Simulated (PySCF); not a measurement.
Energy of Cr⁺ (chromium, charge +1) between two integer charges

The 3d alpha orbital of [Ar] 3d5 is emptied in steps (occupation f), with all orbitals relaxed, ending at [Ar] 3d4. Computed with PySCF 2.14 in def2-TZVP (6s4p4d1f, 45 functions), with the non-relativistic Hamiltonian (point nucleus). The exact energy is a straight line in f; departures are measured from the line between the end points of the same method.

```tsv
f	BHandHLYP (eV)	wB97X (eV)	r2SCAN0 (eV)
1	0.000	0.000	0.000
0.9	-0.186	-0.149	-0.355
0.7	-0.445	-0.361	-0.838
0.5	-0.542	-0.445	-1.008
0.3	-0.465	-0.385	-0.855
0.1	-0.203	-0.170	-0.369
0	0.000	0.000	0.000
```

Q: For BHandHLYP, how does the orbital energy at f = 1 compare with the removal energy?

A: −ε = 14.351 eV against a total-energy difference of 16.381 eV. By Janak's theorem ε = ∂E/∂f, so the gap between them reflects the curvature. Along the path −ε is 14.705 (f = 0.9), 15.477 (f = 0.7), 16.320 (f = 0.5), 17.221 (f = 0.3), 18.170 (f = 0.1) eV.

```
   method  E(f=0) − E(f=1) (eV)  −ε at f=1 (eV)  −ε at f=0.5 (eV)
BHandHLYP                16.381          14.351            16.320
    wB97X                16.502          14.883            16.429
  r2SCAN0                16.773          12.857            16.724
```

Reference removal energy between the ground levels: 16.486 eV (measured; NIST Atomic Spectra Database, ionization energies). The calculation has no spin-orbit coupling. The determinant left behind need not be the lowest term of the ion.
